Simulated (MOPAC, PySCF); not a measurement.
HCl₂GaO, SMILES `[OH][Ga]([Cl])[Cl]` (H–O–Ga–Cl torsion 180°), neutral singlet in the gas phase. 

Cartesian coordinates (Å):
SMILES: [OH][Ga]([Cl])[Cl]
```xyz
5

O     -1.2264    -0.7054     0.0119
Ga     0.4002    -0.0169    -0.0017
Cl     2.0449    -1.3359    -0.0039
Cl     0.6931     2.0850    -0.0160
H     -1.9118    -0.0268     0.0097
```
Charge 0, spin multiplicity 1.

All levels are single points at this geometry (r2SCAN-D4/def2-TZVP); Pople sets use spherical d functions. Orbital energies aren't observables, and empty levels follow the basis.

PM3 in MOPAC gives HOMO (eV) = -11.28.

**Question.** Estimate the HOMO (eV) from each of these levels: r2SCAN-D4/def2-TZVP in PySCF; B3LYP/6-311+G** (LANL2DZ on Ga) in PySCF; BP86/6-31G* in PySCF; HF/STO-3G in PySCF; PM7 in MOPAC.

**Answer.** 
```csv
level,HOMO (eV)
r2SCAN-D4/def2-TZVP in PySCF,-8.29
B3LYP/6-311+G** (LANL2DZ on Ga) in PySCF,-9.28
BP86/6-31G* in PySCF,-7.87
HF/STO-3G in PySCF,-9.54
PM7 in MOPAC,-11.89
```
